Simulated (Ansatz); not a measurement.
Ansatz results at the PBE0-D4/def2-TZVP geometry: size of the dipole moment (ωB97M-V/def2-TZVPP) 9.82 D; ideal-gas entropy at 298 K and 1 bar (rigid rotor, harmonic PBE0-D4/def2-TZVP) 401 J/(mol·K); size of the dipole moment (PBE/def2-TZVPP) 9.63 D.

Q: Which molecule gave them?
A. `[CH3][AlH-]([CH3])[NH3+]`
B. `[CH3][Al-]([Cl])([Cl])[SeH2+]`
C. `[SH2+][Ga-]([Cl])([Cl])[Cl]`
D. `CC#[N+][Al-]([F])([F])[F]`

A: D. The others give `[CH3][AlH-]([CH3])[NH3+]`: 5.08, 370, 4.99; `[CH3][Al-]([Cl])([Cl])[SeH2+]`: 4.85, 424, 4.76; `[SH2+][Ga-]([Cl])([Cl])[Cl]`: 4.72, 412, 4.64.
